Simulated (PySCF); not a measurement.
Spinor energies of Cl (chlorine, neutral)

Start: [Ne] 3s2 3p5; 3p1/2 filled at m_j = -1/2, +1/2; 3p3/2 filled at m_j = -1/2, +1/2, +3/2. Calculated with PySCF 2.14 in x2c-TZVPall-2c with one added diffuse shell each of s, p type (6s7p2d1f, 44 functions): generalised Hartree-Fock with the X2C-1e Hamiltonian and a Gaussian nucleus; one run each with spin-orbit coupling (SO) switched off, then screened by Boettger's factors. This is a chosen level, not necessarily the ground level.

```tsv
spinor shell	electrons	ε, spin-free (eV)	ε, screened SO (eV)	weight of nominal j (screened SO)	rms radius, screened SO (bohr)
1s1/2	2	-2864.2	-2864.2	1.000	0.105
2s1/2	2	-290.46	-290.44	1.000	0.479
2p1/2	2	-219.69	-221.04	0.993	0.449
2p3/2	4	-219.69	-219.00	0.996	0.452
3s1/2	2	-29.406	-29.399	0.999	1.67
3p1/2	2	-13.805	-13.802	0.646	2.02
3p3/2	3	-13.805	-13.811	0.764	2.02
```

```csv
quantity,spin-free,screened SO
E (hartree),-460.88325,-460.88571
M_J,3/2,3/2
⟨J²⟩,3.763,3.763
⟨L²⟩,2.009,2.009
⟨S²⟩,0.754,0.754
```

Each row is a mean over spinors that exchange with the open shell spreads, by up to 3.348 eV (3s1/2).

Rows whose weight is well below 1 are mixtures of j = l ± 1/2: exchange outweighs spin-orbit coupling there, and the label is only the starting occupation.

Without spin-orbit coupling the j labels of p, d and f shells carry no meaning; the spin-free column gives the mean over the occupied spinors of each nl shell.
